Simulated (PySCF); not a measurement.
All of these have the formula C8H16Si. Computed, not measured: PySCF, TDDFT wB97X-D/def2-SVPD, vertical, gas phase, core orbitals frozen in the response. Geometries: PBE0-D3(BJ)/def2-SVP; one conformer of each isolated species. Triplets are in the Tamm–Dancoff approximation. 'Strongest' means the level of largest summed f among the lowest 10 singlets; it needn't be the same kind of state in each.

Task: Rank by computed lowest singlet excitation energy, highest first.
A. `C=C[C@@H]1CC[Si@H]1CCC`
B. `CC#C[SiH2]CC(C)(C)C`
C. `C=C1CCC[C@@H](C[SiH3])C1`
D. `C1[C@]2(C[SiH3])CC[C@@]1(C)C2`
E. `C=C[C@H]1C[Si@H](CCC)C1`
F. `C=C(C)[SiH]1CCCCC1`

Result: D (7.91 eV), E (7.14 eV), C (7.01 eV), F (6.66 eV), A (6.53 eV), B (5.97 eV).

```csv
SMILES,S1 (eV),α (au),first f ≥ 0.01 (nm),f (strongest),f (S1),HOMO (eV),S1 mainly
C[C@]12CC[C@](C[SiH3])(C1)C2,7.91,117.0,157,0.13,0.039,-9.71,H→L (77%)
C=C[C@H]1C[Si@H](CCC)C1,7.14,123.5,169,0.69,0.003,-9.11,H-1→L (84%)
C=C1CCC[C@@H](C[SiH3])C1,7.01,121.8,177,0.37,0.371,-8.89,H→L (82%)
C=C(C)[SiH]1CCCCC1,6.66,119.7,180,0.46,0.004,-8.97,H-1→L (74%)
C=C[C@@H]1CC[Si@H]1CCC,6.53,124.7,190,0.40,0.400,-8.42,H→L (77%)
CC#C[SiH2]CC(C)(C)C,5.97,125.9,169,0.49,0.000,-9.29,H→L+1 (41%)
```

H and L stand for HOMO and LUMO.

Without π bonds the low states are Rydberg-like; a valence basis with one diffuse set may place them up to an eV too high.
